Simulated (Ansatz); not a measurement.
CdI₂, singlet, at a GFN2-xTB geometry (such geometries of metal compounds can be far from the true shape) (all electrons, no relativity). Base run: B3LYP/3-21G run with Ansatz (a program for electronic structure).

Geometry (Å):
```xyz
3

Cd    -0.4527     0.2203     0.3131
I      0.0210     1.7985    -1.7431
I      0.3890    -1.9980     1.4595
```
Charge 0, spin multiplicity 1.
All else is at Ansatz's defaults.
Base energy -19223.94577 Eh.

Each row names what was changed in the base input (with any setting that the change needs).

```csv
change,ΔE vs base (kcal/mol)
base,0.000
"point_charge = charge:-1.0 position_ang:-3.7443, 2.8956, -2.8303",-1.97
"point_charge = charge:1.0 position_ang:-1.8726, -4.9044, 1.668",-7.66
"final_grid = 6, 12, 29",-0.002
"point_charge = charge:0.5 position_ang:-3.6067, -0.9404, -4.0547",0.298
"final_grid = 14, 28, 59",0.000
lower_state_search = full,0.000
accuracy = high,-0.002
"final_grid = 10, 20, 41",0.000
```
